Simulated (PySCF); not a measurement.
## A small calculation by hand: refractive index and permittivity of the vapour

B(F)(I)(Me) (CH₃BFI), SMILES CB(F)I.

Coordinates come from a B3LYP-D3(BJ)/def2-SVP optimisation. The def2 effective core potentials stand for the cores of I; spin–orbit coupling is left out.

PBE0/def2-TZVPD run with PySCF gives a mean static polarisability of 63.0 bohr³ and a dipole moment of 1.71 D. Take an ideal gas at 298.15 K and 0.1 bar, whether or not the substance is that volatile.

Question: Work out n − 1 in the optical limit and the static ε − 1.

Answer: 
Polarisability volume α' = 63.0 × 0.148185 = 9.34 Å³. Number density N = p/kT = 2.43e-6 Å⁻³.
Dilute limit of Lorentz–Lorenz: n − 1 = 2π N α' = 0.00014.
Orientation term of Debye: μ²/(3kT) = 8.098 Å³ × μ²(D²) = 23.68 Å³.
ε − 1 = 4π N (α' + μ²/3kT) = 0.0010. Orientation of the dipole supplies 72 % of the static response; it can't follow optical fields. Vibrational polarisation and dispersion are left out.
